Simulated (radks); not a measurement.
The numbers below are computed, except where a source is named.
Re4+, 71 electrons, occupied as [Xe] 4f14 5d2.5 5f0.5 (fractional occupations, a model configuration).

Code: a radial shooting solver on a logarithmic mesh with Libxc functionals. Model: scalar-relativistic Kohn-Sham, PBE, spin-polarised, spherical densities, finite nucleus; open shells are filled with parallel spins first (spin-orbit coupling, left out, can overturn this in heavy ions); Fermi nuclear charge, rms radius 5.3698 fm.

Energy parts (hartree):
| part | energy |
|---|---|
| total | -16685.5840 |
| kinetic | 18432.0716 |
| electron-nucleus | -41173.1889 |
| Hartree | 6384.4353 |
| exchange-correlation | -328.9020 |

Orbitals (lengths in bohr, moments of r in powers of bohr; r(max) is where P^2 peaks):
1s down: occ. 1; eigenvalue (hartree) -2634.372; r(max) 0.01124; <r^4> 5.459e-07
1s up: occ. 1; eigenvalue (hartree) -2634.371; r(max) 0.01124; <r^4> 5.459e-07
2s up: occ. 1; eigenvalue (hartree) -458.2528; r(max) 0.06453; <r^4> 0.00008169
2s down: occ. 1; eigenvalue (hartree) -458.2467; r(max) 0.06453; <r^4> 0.00008169
2p up: occ. 3; eigenvalue (hartree) -400.2377; r(max) 0.05303; <r^4> 0.00006453
2p down: occ. 3; eigenvalue (hartree) -400.2328; r(max) 0.05303; <r^4> 0.00006453
3s up: occ. 1; eigenvalue (hartree) -107.4520; r(max) 0.1820; <r^4> 0.002992
3s down: occ. 1; eigenvalue (hartree) -107.4499; r(max) 0.1820; <r^4> 0.002992
3p up: occ. 3; eigenvalue (hartree) -90.33672; r(max) 0.1803; <r^4> 0.003231
3p down: occ. 3; eigenvalue (hartree) -90.33443; r(max) 0.1803; <r^4> 0.003230
3d up: occ. 5; eigenvalue (hartree) -70.90894; r(max) 0.1469; <r^4> 0.002493
3d down: occ. 5; eigenvalue (hartree) -70.90470; r(max) 0.1469; <r^4> 0.002493
4s up: occ. 1; eigenvalue (hartree) -23.82161; r(max) 0.4126; <r^4> 0.06959
4s down: occ. 1; eigenvalue (hartree) -23.81587; r(max) 0.4126; <r^4> 0.06959
4p up: occ. 3; eigenvalue (hartree) -18.20568; r(max) 0.4330; <r^4> 0.09281
4p down: occ. 3; eigenvalue (hartree) -18.20038; r(max) 0.4330; <r^4> 0.09275
4d up: occ. 5; eigenvalue (hartree) -11.15206; r(max) 0.4432; <r^4> 0.1348
4d down: occ. 5; eigenvalue (hartree) -11.14580; r(max) 0.4433; <r^4> 0.1344
5s up: occ. 1; eigenvalue (hartree) -4.89352; r(max) 0.9368; <r^4> 2.039
5s down: occ. 1; eigenvalue (hartree) -4.83786; r(max) 0.9334; <r^4> 1.995
5p up: occ. 3; eigenvalue (hartree) -3.46783; r(max) 1.055; <r^4> 3.682
5p down: occ. 3; eigenvalue (hartree) -3.39511; r(max) 1.049; <r^4> 3.604
4f up: occ. 7; eigenvalue (hartree) -3.32218; r(max) 0.4168; <r^4> 0.3858
4f down: occ. 7; eigenvalue (hartree) -3.30985; r(max) 0.4167; <r^4> 0.3715
5d up: occ. 2.5; eigenvalue (hartree) -1.80869; r(max) 1.337; <r^4> 12.67
5d down: occ. 0; eigenvalue (hartree) -1.71817; r(max) 1.326; <r^4> 12.71
5f up: occ. 0.5; eigenvalue (hartree) -0.70951; r(max) 2.732; <r^4> 206.5

The highest occupied level is 5f up at -19.307 eV. The configuration is held as typed, so some empty levels lie below it. Spin moment in Bohr magnetons: 3. The spin density at the nucleus is -16.58 e/bohr^3 (1s -0.08, 2s -1.28, 3s 0.06, 4s 1.48, 5s -16.75). The density falls to 0.001 e/bohr^3 at r = 3.63 bohr. Summed over all electrons, <r^2> = 35.92 bohr^2, which gives a Langevin (diamagnetic) susceptibility term of -28.5 x 10^-6 cm^3/mol.

Run on one thread of a shared host, so times are rough (Arm Neoverse V2): 0.28 s of CPU time, 0.28 s wall, 16 iterations on 2189 mesh points.
